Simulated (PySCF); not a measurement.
C$_{6}$H$_{19}$N$_{3}$Si: full NMR table

* Formula: C6H19N3Si
* SMILES: CN(C)[SiH](N(C)C)N(C)C
* Point group of the computed structure: C1
* Degrees of unsaturation: 0
* Carbon signals: 1
* Proton signals: 2

Molfile (atoms numbered from 1):
```
C6H19N3Si
     RDKit          3D

 29 28  0  0  0  0  0  0  0  0999 V2000
    2.6599    0.7694    0.4104 C   0  0  0  0  0  0  0  0  0  0  0  0
    1.6084   -0.1593    0.0947 N   0  0  0  0  0  0  0  0  0  0  0  0
    2.0045   -1.2743   -0.7189 C   0  0  0  0  0  0  0  0  0  0  0  0
    0.0046    0.0876    0.7061 Si  0  0  0  0  0  4  0  0  0  0  0  0
   -0.9880   -1.3011    0.4038 N   0  0  0  0  0  0  0  0  0  0  0  0
   -1.8152   -1.4325   -0.7640 C   0  0  0  0  0  0  0  0  0  0  0  0
   -0.9077   -2.4742    1.2304 C   0  0  0  0  0  0  0  0  0  0  0  0
   -0.6596    1.5162   -0.0144 N   0  0  0  0  0  0  0  0  0  0  0  0
   -0.2349    2.0516   -1.2786 C   0  0  0  0  0  0  0  0  0  0  0  0
   -1.7879    2.1813    0.5784 C   0  0  0  0  0  0  0  0  0  0  0  0
    3.5060    0.2765    0.9293 H   0  0  0  0  0  0  0  0  0  0  0  0
    2.2860    1.5673    1.0714 H   0  0  0  0  0  0  0  0  0  0  0  0
    3.0733    1.2614   -0.4932 H   0  0  0  0  0  0  0  0  0  0  0  0
    2.8098   -1.8699   -0.2437 H   0  0  0  0  0  0  0  0  0  0  0  0
    2.3820   -0.9555   -1.7117 H   0  0  0  0  0  0  0  0  0  0  0  0
    1.1483   -1.9435   -0.8859 H   0  0  0  0  0  0  0  0  0  0  0  0
    0.0357    0.2951    2.1899 H   0  0  0  0  0  0  0  0  0  0  0  0
   -1.8799   -0.4689   -1.2911 H   0  0  0  0  0  0  0  0  0  0  0  0
   -1.4316   -2.1862   -1.4828 H   0  0  0  0  0  0  0  0  0  0  0  0
   -2.8463   -1.7368   -0.4972 H   0  0  0  0  0  0  0  0  0  0  0  0
   -0.4172   -3.3293    0.7209 H   0  0  0  0  0  0  0  0  0  0  0  0
   -1.9123   -2.8172    1.5458 H   0  0  0  0  0  0  0  0  0  0  0  0
   -0.3301   -2.2634    2.1444 H   0  0  0  0  0  0  0  0  0  0  0  0
   -1.0293    1.9950   -2.0507 H   0  0  0  0  0  0  0  0  0  0  0  0
    0.0576    3.1172   -1.1947 H   0  0  0  0  0  0  0  0  0  0  0  0
    0.6360    1.4924   -1.6504 H   0  0  0  0  0  0  0  0  0  0  0  0
   -2.7068    2.0898   -0.0357 H   0  0  0  0  0  0  0  0  0  0  0  0
   -1.5967    3.2631    0.7198 H   0  0  0  0  0  0  0  0  0  0  0  0
   -2.0127    1.7541    1.5683 H   0  0  0  0  0  0  0  0  0  0  0  0
  1  2  1  0
  2  3  1  0
  2  4  1  0
  4  5  1  0
  5  6  1  0
  5  7  1  0
  4  8  1  0
  8  9  1  0
  8 10  1  0
  1 11  1  0
  1 12  1  0
  1 13  1  0
  3 14  1  0
  3 15  1  0
  3 16  1  0
  4 17  1  0
  6 18  1  0
  6 19  1  0
  6 20  1  0
  7 21  1  0
  7 22  1  0
  7 23  1  0
  9 24  1  0
  9 25  1  0
  9 26  1  0
 10 27  1  0
 10 28  1  0
 10 29  1  0
M  END
```

- PBE0-D3(BJ)/def2-SVP geometry
- shieldings: GIAO KT2/pcSseg-1
- run in PySCF 2.14
- non-relativistic, rapidly exchanging positions averaged, no solvent, a single conformation

Chemical shifts δ = σref − σ; ¹H (31.18 ppm) and ¹³C (183.22 ppm) and ²⁹Si (361.05 ppm) against TMS; ¹⁵N (264.30 ppm) against NH3, all at this level.

| carbon | δC, type | δH (multiplicity) | HMBC from (2–3 bonds) | span of the C tensor (ppm) |
| --- | --- | --- | --- | --- |
| C1/C3/C6/C7/C9/C10 | 37.5, CH3 | 2.49 (s) | H17, H11/H12/H13/H14/H15/H16/H18/H19/H20/H21/H22/H23/H24/H25/H26/H27/H28/H29 | 65 |

Other nuclei:
```json
{"atoms": "H17", "nucleus": "¹H", "environment": "hydrogen on a silicon bonded to 3 N", "δ (ppm)": "4.79", "σ (ppm)": "26.39"}
{"atoms": "Si4", "nucleus": "²⁹Si", "environment": "silicon bonded to 3 N, H", "δ (ppm)": "-28.1", "σ (ppm)": "389.1"}
{"atoms": "N2/N5/N8", "nucleus": "¹⁵N", "environment": "nitrogen bonded to 2 C, Si", "δ (ppm)": "40.5", "σ (ppm)": "223.8"}
```

Carbon types of the structure: 6 × CH3, leaving 1 H on heteroatoms. δC 37.5: methyl carbon bonded to N; pulled downfield by the heteroatom. δH 4.79: hydrogen on a silicon bonded to 3 N. δH 2.49: hydrogen on a methyl carbon bonded to N; its carbon carries N, hence the downfield position.

Shifts are as computed. Against solution values, carbons near 30 ppm lie about +2 ppm off and those near 130 ppm about -5 ppm. Of 1211 compounds with measured shifts, 218 miss one by over three times the rms of a fit or turn the order of signals round; such compounds aren't used in these exercises. Experimental scales use liquid or dissolved standards, which lie at an offset from isolated NH3 (liquid NH3: subtract about 20 ppm). No couplings were computed; multiplicities are counted from neighbouring protons, with m where these are inequivalent, close in shift, in a saturated or five-membered ring or joined by F or P, and br s for small geminal =CH2 splittings.
